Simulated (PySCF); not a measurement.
How methods differ on the interval between two levels of Cr

Cr [Ar] 3d5 4s1 [7S3, M_J = 3] → Cr [Ar] 3d4 4s2 [5D4, M_J = 4], as a difference of total energies. All numbers are calculated (PySCF 2.14, the two-component X2C-1e Hamiltonian, in x2c-SVPall-2c with one added diffuse shell each of s, d type (6s5p4d1f, 48 functions)). Correlated levels: [Ne] frozen; the 6 highest virtual spinors dropped. "Screened" scales the spin-orbit matrix elements by Boettger's factors to mimic the two-electron term; Breit and QED terms are absent.

Question: Order these methods by the interval between two levels they give, lowest first.
A. GMP2 (spin-free)
B. GHF (screened spin-orbit)
C. GMP2 (screened spin-orbit)
D. GHF (spin-free)

Answer: D (7667.2 cm⁻¹), B (7909.2 cm⁻¹), A (9284.1 cm⁻¹), C (9528.7 cm⁻¹).

Errors of the correlated levels include the incompleteness of this basis and the frozen core.

The labels give the starting determinants; with spin-orbit coupling the two ends relaxed to ⟨J²⟩ = 12.00, ⟨L²⟩ = 0.00, ⟨S²⟩ = 12.00 and ⟨J²⟩ = 20.03, ⟨L²⟩ = 6.01, ⟨S²⟩ = 6.02.

For comparison: 8307.6 cm⁻¹ (measured; NIST Handbook of Basic Atomic Spectroscopic Data (Sansonetti and Martin, J. Phys. Chem. Ref. Data 34, 1559 (2005))).
